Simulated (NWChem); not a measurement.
Species: CrH₂O₄; SMILES [O]=[Cr](=[O])([OH])[OH]

```xyz
7

Cr     0.0000     0.0000     0.2195
O     -0.2197     1.2468     1.0866
O      0.2197    -1.2468     1.0866
O      1.3866     0.2849    -0.7723
H      1.8950    -0.5068    -1.0007
O     -1.3866    -0.2849    -0.7723
H     -1.8950     0.5068    -1.0007
```
Atoms are numbered in this order, from 1.

Structure relaxed at the PBE0/def2-SVP level.

### Question
Give the principal values of the shielding tensors (ppm) of Cr1, O2, O4 from PBE0/pcSseg-1, GIAO (NWChem), with their diamagnetic and paramagnetic parts as GIAO splits them.

### Answer
```tsv
atom	σ11	σ22	σ33	isotropic	diamagnetic	paramagnetic
Cr1	-3212.0	-2912.0	-2727.3	-2950.4	1806.7	-4757.1
O2	-2009.0	-932.5	-484.0	-1141.9	402.6	-1544.5
O4	-548.0	144.2	253.2	-50.2	392.2	-442.4
```
